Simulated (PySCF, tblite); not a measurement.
Isomers of C4H13NP2Si, one GFN2-xTB conformer each. Single-point energies are computed at PBE0/pcSseg-1 (PySCF, gas phase, no added dispersion term), electronic only.

**Question.** Rank them by PBE0/pcSseg-1 energy, lowest first (kcal/mol).
A. `[CH2:1]=[CH:2][CH2:3][N:4]([CH3:5])[SiH:6]([PH2:7])[PH2:8]` with C1–C2–C3–N4 12°, C2–C3–N4–C5 74°, C3–N4–Si6–P7 -37°, N4–Si6–P7–H -171° and -79°, N4–Si6–P8–H 68° and 160°
B. `[CH3:1][N:2]([CH:3]1[CH2:4][CH2:5]1)[SiH:6]([PH2:7])[PH2:8]` with C1–N2–C3–C4 -149°, C1–N2–Si6–P7 -29°, N2–Si6–P7–H -71° and -164°, N2–Si6–P8–H 140° and -128°

**Answer.** A (0.0), B (3.5).

As drawn, the lower has a C=C bond outside aromatic rings, which the higher lacks; the higher has a three-membered ring, which the lower lacks. GFN2-xTB itself gives, in the same order: 6.9, 0.0. GFN2-xTB puts CN(C1CC1)[SiH](P)P lowest instead.

**Question.** Which frontier levels, dipoles and rotational constants go with these structures?

**Answer.** 
```tsv
SMILES	HOMO (eV, PBE0/pcSseg-1)	LUMO (eV)	dipole (D)	A, B, C (MHz)
C=CCN(C)[SiH](P)P	-6.57	0.02	0.99	1392, 832.5, 607.6
CN(C1CC1)[SiH](P)P	-6.35	0.11	0.72	1489, 908.1, 617.4
```

**Question.** What happens when harmonic zero-point energies from GFN2-xTB frequencies are added?

**Answer.** 
```tsv
SMILES	ZPE (kcal/mol)	electronic (kcal/mol)	with ZPE (kcal/mol)
C=CCN(C)[SiH](P)P	98.4	0.0	0.0
CN(C1CC1)[SiH](P)P	99.5	3.5	4.5
```

The zero-point energies span 1.1 kcal/mol. The order is unchanged.

**Question.** As an exercise, what shares would exp(−E/RT) give at 500 K from these electronic energies alone (no entropy, no degeneracies)?

**Answer.** RT = 0.994 kcal/mol: C=CCN(C)[SiH](P)P 97.0 %, CN(C1CC1)[SiH](P)P 3.0 %.
